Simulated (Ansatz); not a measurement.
Ansatz (a quantum-chemistry and plane-wave program) input for F₃H₃HfO₂, SMILES [OH2]->[Hf]([F])([F])([F])[OH], multiplicity 1, PBE-D3(BJ)/def2-SVP. 

Ansatz 0.2 input:
```yaml
crystal:
  periodic: [false, false, false]
  atoms:
    - {symbol: Hf, position_ang: [-0.14423988, -0.01112982, 0.00000000]}
    - {symbol: F, position_ang: [0.38468548, 0.83034647, -1.67426029]}
    - {symbol: F, position_ang: [-0.04617828, -1.93684359, 0.00000001]}
    - {symbol: F, position_ang: [0.38468548, 0.83034649, 1.67426027]}
    - {symbol: O, position_ang: [-2.03596918, 0.33301874, -0.00000000]}
    - {symbol: H, position_ang: [-2.96593639, 0.55851969, -0.00000001]}
    - {symbol: O, position_ang: [2.23352326, -0.07611431, -0.00000000]}
    - {symbol: H, position_ang: [2.63102050, 0.33647369, 0.78169613]}
    - {symbol: H, position_ang: [2.63102051, 0.33647368, -0.78169615]}
basis:
  gaussian:
    orbitals: def2-SVP
hamiltonian:
  xc: pbe
  dispersion: d3bj
relax: {f_tol: 0.002, max_steps: 200}
```

It prints:

```
WARN ansatz: RAYON_NUM_THREADS=1 ignored (pool sized by the plan → 1); use --threads N
Functional definition: PBE
integrals: 0.06 GiB planned
1218 factors; their error is unknown
mean field: 0.33 GiB planned
mean field evaluation 1: about -13574.1697 eV, gradient 9.5e1 eV
mean field evaluation 2: about -13459.9352 eV, gradient 2.5e2 eV
mean field evaluation 4: about -13588.1499 eV, gradient 2.2e1 eV
mean field evaluation 8: about -13588.9413 eV, gradient 1.6e-1 eV
mean field evaluation 16: about -13588.8545 eV, gradient 7.7e-4 eV
mean field -13588.85454991 eV, -499.3811938529 hartree, gradient 7.4e-6 eV, S^2 0.000000; 0 other end points of the search recorded, 0 dependent functions left out
the calculation of the forces begins
reference -13588.85462743 eV, -499.3811967015 hartree; 29, 29 occupied and 88, 88 virtual orbitals, 1218 factors
relax step   1: F+E_penalty+E_count = -13588.99359011 eV  Δ(F+E_penalty+E_count) = +0.000e0 eV  max|allowed force component| = 3.833e-1 eV/Å  Δτ_max = 0.0000 Å  (31 SCF iters, accepted)
these checks for a lower state are left out or cut short: starts, cluster_reference, orbital_swaps, neighbouring_geometries, increment
integrals: 0.06 GiB planned
1218 factors; their error is unknown
mean field: 0.33 GiB planned
mean field -13588.86085064 eV, -499.3814254003 hartree, gradient 7.0e-6 eV, S^2 0.000000; 0 other end points of the search recorded, 0 dependent functions left out
the calculation of the forces begins
reference -13588.86092823 eV, -499.3814282517 hartree; 29, 29 occupied and 88, 88 virtual orbitals, 1218 factors
relax step   2: F+E_penalty+E_count = -13588.99979424 eV  Δ(F+E_penalty+E_count) = -6.204e-3 eV  max|allowed force component| = 1.203e-1 eV/Å  Δτ_max = 0.0230 Å  (31 SCF iters, accepted)
these checks for a lower state are left out or cut short: starts, cluster_reference, orbital_swaps, neighbouring_geometries, increment
integrals: 0.06 GiB planned
1218 factors; their error is unknown
mean field: 0.33 GiB planned
mean field evaluation 32: about -13588.8619 eV, gradient 2.9e-1 eV
mean field -13588.86192742 eV, -499.3814649714 hartree, gradient 7.3e-6 eV, S^2 0.000000; 0 other end points of the search recorded, 0 dependent functions left out
the calculation of the forces begins
reference -13588.86200498 eV, -499.3814678214 hartree; 29, 29 occupied and 88, 88 virtual orbitals, 1218 factors
relax step   3: F+E_penalty+E_count = -13589.00103676 eV  Δ(F+E_penalty+E_count) = -1.243e-3 eV  max|allowed force component| = 5.855e-2 eV/Å  Δτ_max = 0.0213 Å  (31 SCF iters, accepted)
these checks for a lower state are left out or cut short: starts, cluster_reference, orbital_swaps, neighbouring_geometries, increment
integrals: 0.06 GiB planned
1218 factors; their error is unknown
mean field: 0.33 GiB planned
mean field -13588.86207789 eV, -499.3814705009 hartree, gradient 7.5e-6 eV, S^2 0.000000; 0 other end points of the search recorded, 0 dependent functions left out
the calculation of the forces begins
reference -13588.86215545 eV, -499.3814733513 hartree; 29, 29 occupied and 88, 88 virtual orbitals, 1218 factors
relax step   4: F+E_penalty+E_count = -13589.00132213 eV  Δ(F+E_penalty+E_count) = -2.854e-4 eV  max|allowed force component| = 2.780e-2 eV/Å  Δτ_max = 0.0121 Å  (31 SCF iters, accepted)
these checks for a lower state are left out or cut short: starts, cluster_reference, orbital_swaps, neighbouring_geometries, increment
integrals: 0.06 GiB planned
1218 factors; their error is unknown
mean field: 0.33 GiB planned
mean field -13588.86211090 eV, -499.3814717140 hartree, gradient 7.6e-6 eV, S^2 0.000000; 0 other end points of the search recorded, 0 dependent functions left out
the calculation of the forces begins
reference -13588.86218845 eV, -499.3814745639 hartree; 29, 29 occupied and 88, 88 virtual orbitals, 1218 factors
relax step   5: F+E_penalty+E_count = -13589.00136471 eV  Δ(F+E_penalty+E_count) = -4.258e-5 eV  max|allowed force component| = 1.647e-2 eV/Å  Δτ_max = 0.0044 Å  (32 SCF iters, accepted)
these checks for a lower state are left out or cut short: starts, cluster_reference, orbital_swaps, neighbouring_geometries, increment
integrals: 0.06 GiB planned
1218 factors; their error is unknown
mean field: 0.33 GiB planned
mean field -13588.86212674 eV, -499.3814722960 hartree, gradient 7.6e-6 eV, S^2 0.000000; 0 other end points of the search recorded, 0 dependent functions left out
the calculation of the forces begins
reference -13588.86220430 eV, -499.3814751463 hartree; 29, 29 occupied and 88, 88 virtual orbitals, 1218 factors
relax step   6: F+E_penalty+E_count = -13589.00139413 eV  Δ(F+E_penalty+E_count) = -2.941e-5 eV  max|allowed force component| = 5.161e-3 eV/Å  Δτ_max = 0.0020 Å  (32 SCF iters, accepted)
these checks for a lower state are left out or cut short: starts, cluster_reference, orbital_swaps, neighbouring_geometries, increment
integrals: 0.06 GiB planned
1218 factors; their error is unknown
mean field: 0.33 GiB planned
mean field evaluation 64: about -13588.8621 eV, gradient 2.8e-1 eV
mean field -13588.86214730 eV, -499.3814730518 hartree, gradient 7.6e-6 eV, S^2 0.000000; 0 other end points of the search recorded, 0 dependent functions left out
the calculation of the forces begins
reference -13588.86222487 eV, -499.3814759024 hartree; 29, 29 occupied and 88, 88 virtual orbitals, 1218 factors
relax step   7: F+E_penalty+E_count = -13589.00141350 eV  Δ(F+E_penalty+E_count) = -1.937e-5 eV  max|allowed force component| = 1.868e-3 eV/Å  Δτ_max = 0.0042 Å  (31 SCF iters, accepted)
these checks for a lower state are left out or cut short: starts, cluster_reference, orbital_swaps, neighbouring_geometries, increment
integrals: 0.06 GiB planned
1218 factors; their error is unknown
mean field: 0.33 GiB planned
mean field -13588.86215462 eV, -499.3814733205 hartree, gradient 7.6e-6 eV, S^2 0.000000; 0 other end points of the search recorded, 0 dependent functions left out
the calculation of the forces begins
reference -13588.86223219 eV, -499.3814761714 hartree; 29, 29 occupied and 88, 88 virtual orbitals, 1218 factors
relax step   8: F+E_penalty+E_count = -13589.00141666 eV  Δ(F+E_penalty+E_count) = -3.157e-6 eV  max|allowed force component| = 1.241e-3 eV/Å  Δτ_max = 0.0026 Å  (33 SCF iters, accepted)
integrals: 0.06 GiB planned
1218 factors; their error is unknown
mean field: 0.33 GiB planned
mean field evaluation 96: about -13588.8622 eV, gradient 4.7e-5 eV
mean field -13588.86215462 eV, -499.3814733205 hartree, gradient 7.4e-6 eV, S^2 0.000000; 1 other end points of the search recorded, 0 dependent functions left out
the calculation of the forces begins
reference -13588.86223219 eV, -499.3814761714 hartree; 29, 29 occupied and 88, 88 virtual orbitals, 1218 factors
Total energy: -13589.00149423 eV, -499.3865939570 hartree
Atom 0 at    -0.136619    -0.029942    -0.000000 Å, force    -0.000269     0.000859     0.000000 eV/Å
Atom 1 at     0.405601     0.822548    -1.669565 Å, force     0.000076    -0.000442    -0.000085 eV/Å
Atom 2 at    -0.051613    -1.959307    -0.000001 Å, force    -0.000041    -0.000551     0.000000 eV/Å
Atom 3 at     0.405602     0.822547     1.669564 Å, force     0.000076    -0.000442     0.000085 eV/Å
Atom 4 at    -2.027915     0.329711    -0.000000 Å, force    -0.000705     0.000202     0.000000 eV/Å
Atom 5 at    -2.957535     0.585396     0.000000 Å, force     0.001241    -0.000119     0.000000 eV/Å
Atom 6 at     2.252863    -0.109413     0.000002 Å, force     0.000429     0.001211     0.000000 eV/Å
Atom 7 at     2.591116     0.369777     0.782122 Å, force    -0.000403    -0.000359    -0.000636 eV/Å
Atom 8 at     2.591112     0.369774    -0.782122 Å, force    -0.000403    -0.000359     0.000636 eV/Å
Dipole moment:     0.341043     0.378480    -0.000000 e Å
```

Self-consistency was reached.
